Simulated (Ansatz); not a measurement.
Coupled-cluster run, `BC[N](B)[AlH2]`.

```yaml
crystal:
  periodic: [false, false, false]
  atoms:
    - {symbol: B, position_ang: [-1.405885, 0.234508, 1.376101]}
    - {symbol: C, position_ang: [0.047835, -0.195128, 1.052768]}
    - {symbol: N, position_ang: [0.459903, -0.199630, -0.348694]}
    - {symbol: B, position_ang: [1.079173, -1.311015, -0.926526]}
    - {symbol: Al, position_ang: [0.145701, 1.250465, -1.389621]}
    - {symbol: H, position_ang: [-1.758961, 0.286629, 2.517773]}
    - {symbol: H, position_ang: [-2.190785, 0.499006, 0.507584]}
    - {symbol: H, position_ang: [0.184916, -1.199828, 1.487490]}
    - {symbol: H, position_ang: [0.721383, 0.429125, 1.662771]}
    - {symbol: H, position_ang: [1.306158, -2.292766, -0.269847]}
    - {symbol: H, position_ang: [1.375797, -1.267175, -2.089682]}
    - {symbol: H, position_ang: [0.385175, 1.177615, -2.945609]}
    - {symbol: H, position_ang: [-0.330110, 2.553395, -0.619907]}
basis:
  gaussian: {orbitals: def2-TZVPP}
correlation: {method: ccsd_t}
output: {orbitals: {seedname: orbitals}}
```

```sh
$ ansatz run in.yaml --threads 4 --pin off --events-out ev --progress --plain
```

Log, shortened:

```
Functional definition: HF
1622 factors; integrals over basis functions are off by at most 1.7e-3 eV
mean field evaluation 1: about -10562.7794 eV, gradient 3.9e1 eV
mean field evaluation 2: about -10562.9732 eV, gradient 3.9e1 eV
mean field evaluation 4: about -10567.1786 eV, gradient 5.2e0 eV
mean field evaluation 8: about -10567.2727 eV, gradient 2.1e-1 eV
mean field -10567.27291826 eV, -388.3401169914 hartree, gradient 2.7e-6 eV, S^2 0.000000; 0 other end points of the search recorded, 0 dependent functions left out
9 core orbitals not correlated: weight in the atoms' cores, before any rotation towards them, 1.000 or more for the frozen orbitals, at most 0.000 for the correlated occupied ones
reference -10567.27291826 eV, -388.3401169914 hartree; 13, 13 occupied and 256, 256 virtual orbitals, 1622 factors
second order -18.14244864 eV of doubles, -0.00000000 eV of singles
cycle   1  -19.00462166 eV  change   -8.6e-1 eV  update   1.0e-1
cycle   2  -19.57021619 eV  change   -5.7e-1 eV  update   3.0e-2
cycle   3  -19.67097464 eV  change   -1.0e-1 eV  update   1.5e-2
cycle   4  -19.65980169 eV  change    1.1e-2 eV  update   4.2e-3
cycle   5  -19.65991998 eV  change   -1.2e-4 eV  update   2.1e-3
cycle   6  -19.65986012 eV  change    6.0e-5 eV  update   6.3e-4
cycle   7  -19.65962901 eV  change    2.3e-4 eV  update   2.0e-4
cycle   8  -19.65967363 eV  change   -4.5e-5 eV  update   7.7e-5
cycle   9  -19.65969184 eV  change   -1.8e-5 eV  update   2.6e-5
perturbative correction -0.74800635 eV, -0.0274887262 hartree
Total energy: -10587.68061645 eV, -389.0900860668 hartree
```

Hardware: 4 threads of a server CPU on a shared host. Wall time 2.8 min, peak host memory 7.7 GiB.

Correlation energy per correlated electron: -0.785 eV. T1 diagnostic: 0.0124.
